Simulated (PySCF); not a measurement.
SMILES C=CC[SiH2]O[SiH3], GFN2-xTB optimised geometry.

```
16

C      2.82    -1.71     1.03
C      2.06    -1.38     0.00
C      0.57    -1.38     0.00
Si    -0.12     0.40     0.00
O     -1.73     0.29    -0.01
Si    -3.33     0.48     0.10
H      3.89    -1.67     0.99
H      2.38    -2.03     1.97
H      2.52    -1.06    -0.92
H      0.21    -1.90    -0.89
H      0.20    -1.92     0.87
H      0.26     1.12    -1.21
H      0.28     1.12     1.21
H     -3.75    -0.17     1.34
H     -3.61     1.92     0.12
H     -3.89    -0.17    -1.09
```

Density from PySCF 2.14.0 with CAM-B3LYP/def2-TZVP at that geometry.

Minimum of the electron density along straight lines between bonded atoms, close to the bond critical point (lines longer than 1.1 times the sum of covalent radii, or with two minima, are not listed):

| bond | length / Å | ρ at the minimum / e bohr⁻³ | ∇²ρ there / e bohr⁻⁵ | position (fraction from the first atom) |
|---|---|---|---|---|
| C1–C2 | 1.321 | 0.362 | -1.14 | 0.49 |
| C2–C3 | 1.486 | 0.265 | -0.70 | 0.51 |
| C3–Si4 | 1.907 | 0.119 | 0.12 | 0.61 |
| Si4–O5 | 1.619 | 0.139 | 0.92 | 0.42 |
| O5–Si6 | 1.618 | 0.139 | 0.93 | 0.58 |
| C1–H7 | 1.077 | 0.288 | -1.04 | 0.65 |
| C1–H8 | 1.078 | 0.287 | -1.03 | 0.64 |
| C2–H9 | 1.083 | 0.288 | -1.03 | 0.64 |
| C3–H10 | 1.092 | 0.274 | -0.92 | 0.64 |
| C3–H11 | 1.091 | 0.275 | -0.93 | 0.64 |
| Si4–H12 | 1.464 | 0.128 | 0.16 | 0.49 |
| Si4–H13 | 1.463 | 0.128 | 0.16 | 0.49 |
| Si6–H14 | 1.461 | 0.128 | 0.16 | 0.49 |
| Si6–H15 | 1.462 | 0.128 | 0.16 | 0.49 |
| Si6–H16 | 1.461 | 0.128 | 0.16 | 0.49 |
